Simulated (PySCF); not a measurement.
Job file and geometry (Å, from GFN2-xTB) of an NMR shielding run on `InChI=1S/C5H15PSi2/c1-2-3-5-4-7-6-8-5/h5-6H,2-4,7-8H2,1H3/t5-/m1/s1`, GIAO PBE0/pcSseg-1 NMR shielding, non-relativistic, gas phase (PySCF); density fitting, a coarse starting grid and PySCF grid level 2 are the driver's defaults:

```
$ OMP_NUM_THREADS=1 python probes_run.py task.json out

{"job": {"kind": "nmr", "xc": "PBE0", "basis": "pcSseg-1"}, "charge": 0, "multiplicity": 1}
C     -3.015185    -0.923553     0.554589
C     -1.871851    -0.578982    -0.392671
C     -0.843843     0.322644     0.289362
C      0.260514     0.843034    -0.631811
C      1.099256    -0.286058    -1.234596
Si     2.147983    -1.158809     0.108510
P      2.504360     0.451299     1.636121
Si     1.429951     1.972804     0.391668
H     -3.738479    -1.571943     0.065163
H     -3.528207    -0.020672     0.879676
H     -2.635020    -1.436062     1.435862
H     -2.268905    -0.070560    -1.275337
H     -1.397265    -1.504456    -0.723434
H     -1.372790     1.179931     0.715369
H     -0.386765    -0.224337     1.121213
H     -0.210993     1.408841    -1.442916
H      1.773527     0.142199    -1.981396
H      0.469206    -0.997116    -1.768848
H      1.422451    -2.255150     0.758611
H      3.394231    -1.678992    -0.461491
H      3.775076     0.781225     1.215613
H      2.307122     2.740605    -0.499660
H      0.680875     2.891092     1.250481
```

**Question.** What does the program print?

**Answer.** 
```
coarse grid: 19608 points
cycle   1  E = -1119.1373466978  dE =  5.862e-01  |g| = 4.490e-01  |ddm| = 4.237e+00
cycle   2  E = -1119.1143861695  dE =  2.296e-02  |g| = 5.399e-01  |ddm| = 9.843e-01
cycle   3  E = -1119.1921466121  dE = -7.776e-02  |g| = 5.736e-02  |ddm| = 5.969e-01
cycle   4  E = -1119.1928315156  dE = -6.849e-04  |g| = 2.918e-02  |ddm| = 1.089e-01
cycle   5  E = -1119.1930570829  dE = -2.256e-04  |g| = 4.811e-03  |ddm| = 3.800e-02
cycle   6  E = -1119.1930621638  dE = -5.081e-06  |g| = 1.640e-03  |ddm| = 6.650e-03
final grid: 172400 points
cycle   7  E = -1119.2410008616  dE = -4.260e-05  |g| = 9.350e-03  |ddm| = 3.584e-02
cycle   8  E = -1119.2409870354  dE =  1.383e-05  |g| = 1.170e-02  |ddm| = 2.099e-02
cycle   9  E = -1119.2410236841  dE = -3.665e-05  |g| = 8.591e-04  |ddm| = 1.262e-02
cycle  10  E = -1119.2410238621  dE = -1.779e-07  |g| = 2.806e-04  |ddm| = 1.306e-03
cycle  11  E = -1119.2410238814  dE = -1.939e-08  |g| = 4.868e-05  |ddm| = 2.800e-04
cycle  12  E = -1119.2410238819  dE = -4.825e-10  |g| = 1.799e-05  |ddm| = 7.089e-05
converged SCF energy = -1119.2410238819

GIAO shielding tensors (ppm)
atom      isotropic    diamagn.    paramagn.     s11        s22        s33       span
  0 C      169.806     244.931     -75.125    158.171    162.978    188.269     30.098
  1 C      161.180     247.276     -86.096    144.184    167.366    171.992     27.808
  2 C      149.776     252.788    -103.012    127.857    150.637    170.835     42.979
  3 C      157.661     250.649     -92.988    148.490    153.200    171.292     22.802
  4 C      172.289     252.637     -80.348    156.562    172.930    187.376     30.814
  5 Si     383.641     880.297    -496.656    303.644    400.911    446.369    142.725
  6 P      681.813     968.812    -286.999    599.886    688.374    757.179    157.293
  7 Si     369.014     881.422    -512.408    294.936    378.591    433.514    138.579
  8 H       30.424      27.000       3.424     25.436     27.383     38.453     13.017
  9 H       30.794      28.799       1.995     26.310     28.992     37.082     10.772
 10 H       30.859      29.333       1.526     26.086     29.858     36.634     10.547
 11 H       30.729      32.047      -1.318     25.215     30.931     36.041     10.825
 12 H       30.101      32.864      -2.763     23.985     32.778     33.541      9.556
 13 H       30.488      34.826      -4.338     23.970     31.723     35.771     11.802
 14 H       31.017      35.132      -4.115     25.311     32.066     35.673     10.362
 15 H       29.917      33.501      -3.585     26.048     27.170     36.532     10.484
 16 H       31.002      31.782      -0.781     25.679     27.792     39.535     13.856
 17 H       30.220      32.841      -2.621     24.560     29.275     36.826     12.265
 18 H       27.349      29.871      -2.522     23.329     25.317     33.401     10.072
 19 H       27.086      29.379      -2.293     23.002     24.596     33.661     10.659
 20 H       31.517      30.317       1.199     24.936     26.745     42.869     17.932
 21 H       27.203      30.399      -3.196     23.232     24.391     33.987     10.755
 22 H       27.372      30.107      -2.735     23.291     25.109     33.715     10.424
```

Size and cost of the density-fitted run: 232 basis functions, 92 s wall time on 1 thread of an Arm Neoverse N1, shared host; peak memory 1.2 GiB.
